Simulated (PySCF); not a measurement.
**Continuum solvent and chemical shifts**

Numbering as in the mapped SMILES `[NH2:1][C:2](=[O:3])[C@@H:4]1[CH2:5][CH:6]=[CH:7][C:8](=[O:9])[CH2:10]1`; H(Xn) means a hydrogen on atom n. Ha(C5), Ha(C10) are cis to C2 on the ring; Ha(N1) is cis to the C=O or C=S heteroatom; Hb(C5), Hb(C10) are trans to C2 on the ring; Hb(N1) is trans to the C=O or C=S heteroatom.

GIAO PBE0/pcSseg-1 in PySCF 2.14 on one PBE0-D3(BJ)/def2-SVP conformer, non-relativistic, equivalent nuclei averaged. Solvents enter as an IEF-PCM continuum (dichloromethane with ε = 8.9, water with ε = 78.4) around the gas-phase geometry. Shifts are referred to TMS computed in the same medium.

Gas phase, δ in ppm: C8 196.9, C2 174.1, C6 158.1, C7 136.3, C10 44.3, C4 43.0, C5 29.4, H(C6) 7.07, H(C7) 6.06, Hb(N1) 4.59, Ha(N1) 4.39, Ha(C5) 3.08, Ha(C10) 2.34, H(C4) 2.25. Dipole moment 3.03 D.

(1) How does each δ change in the continuum?

(2) Which nuclei move most (in ppm), and what does the model miss?

Results:

(1) 
```json
{"atoms": "C8", "environment": "ketone carbonyl carbon", "Δδ, dichloromethane": "+5.9", "Δδ, water": "+7.0"}
{"atoms": "C2", "environment": "amide carbonyl carbon", "Δδ, dichloromethane": "+4.2", "Δδ, water": "+5.0"}
{"atoms": "C6", "environment": "β carbon of a C=C–C=O unit", "Δδ, dichloromethane": "+6.7", "Δδ, water": "+8.0"}
{"atoms": "C7", "environment": "α carbon of a C=C–C=O unit", "Δδ, dichloromethane": "-0.4", "Δδ, water": "-0.5"}
{"atoms": "C10", "environment": "sp3 CH2 α to a carbonyl", "Δδ, dichloromethane": "+1.0", "Δδ, water": "+1.2"}
{"atoms": "C4", "environment": "sp3 CH α to a carbonyl", "Δδ, dichloromethane": "+0.5", "Δδ, water": "+0.5"}
{"atoms": "C5", "environment": "allylic sp3 CH2", "Δδ, dichloromethane": "+0.9", "Δδ, water": "+1.1"}
{"atoms": "H(C6)", "environment": "hydrogen on a β carbon of a C=C–C=O unit", "Δδ, dichloromethane": "+0.41", "Δδ, water": "+0.48"}
{"atoms": "H(C7)", "environment": "hydrogen on an α carbon of a C=C–C=O unit", "Δδ, dichloromethane": "+0.04", "Δδ, water": "+0.04"}
{"atoms": "Hb(N1)", "environment": "hydrogen on an amide-type nitrogen", "Δδ, dichloromethane": "+0.80", "Δδ, water": "+0.96"}
{"atoms": "Ha(N1)", "environment": "hydrogen on an amide-type nitrogen", "Δδ, dichloromethane": "+0.52", "Δδ, water": "+0.59"}
{"atoms": "Ha(C5)", "environment": "hydrogen on an allylic sp3 CH2", "Δδ, dichloromethane": "-0.14", "Δδ, water": "-0.19"}
{"atoms": "Ha(C10)", "environment": "hydrogen on an sp3 CH2 α to a carbonyl", "Δδ, dichloromethane": "+0.09", "Δδ, water": "+0.08"}
{"atoms": "H(C4)", "environment": "hydrogen on an sp3 CH α to a carbonyl", "Δδ, dichloromethane": "+0.39", "Δδ, water": "+0.48"}
```

Changes are relative to the gas phase. The dipole moment becomes 3.90 D in dichloromethane, 4.08 D in water.

(2) C6 (β carbon of a C=C–C=O unit, +8.0 ppm) in water. A continuum only polarises the solute; specific hydrogen bonds, the anisotropy of aromatic solvents and changes of geometry or conformer are outside it.
